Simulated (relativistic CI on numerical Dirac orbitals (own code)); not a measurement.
**Au³⁺: L2,3 absorption edge**

Computed with this model: Dirac-Coulomb-Breit CI, orbitals from a KLI potential per configuration, a model potential for QED, valence Slater integrals scaled by 0.7, multiplet model of core-to-valence dipole absorption; configurations [Xe] 4f14 5d8 → [He] 2s2 2p5 3s2 3p6 3d10 4s2 4p6 4d10 4f14 5s2 5p6 5d9; 300 K; Lorentzian 3 eV and Gaussian 1 eV FWHM. Energies are those of the free ion, without screening or charge transfer. The branching ratio is the share of the lower-energy edge in the whole absorption, uncertain by about 0.02 where the edges overlap. S is read from ⟨S²⟩ = S(S + 1).

Field parameters in Wybourne normalisation: D3d B²₀ = −7Dσ, B⁴₀ = −14Dq − 21Dτ, B⁴₃ = −14√(10/7) Dq; Oh B⁴₀ = 21Dq, B⁴₄ = √(5/14) B⁴₀; Td as Oh with Dq negative (B⁴₀ = 21Dq, B⁴₄ = √(5/14) B⁴₀). The field is a parameter set, without covalency.

Case free ion, the dichroism is that of the ground state at zero temperature, magnetised by exchange field 10 meV on Sz. The dichroism I(Δm = −1) − I(Δm = +1), over the sum of the three polarisations, integrates to -0.7451 on the lower edge and -0.0180 on the upper edge. The branching ratio is 0.982.

Use the orbital sum rule with 2 holes to get ⟨Lz⟩.

For a p → d edge ⟨Lz⟩ = 2 × n_h × (sum of both integrals) in this sign convention = -3.05; the ground state itself has ⟨Lz⟩ = -3.05 and ⟨Sz⟩ = -0.95. The rule assumes one radial integral for both edges, which relativistic orbitals only approach.
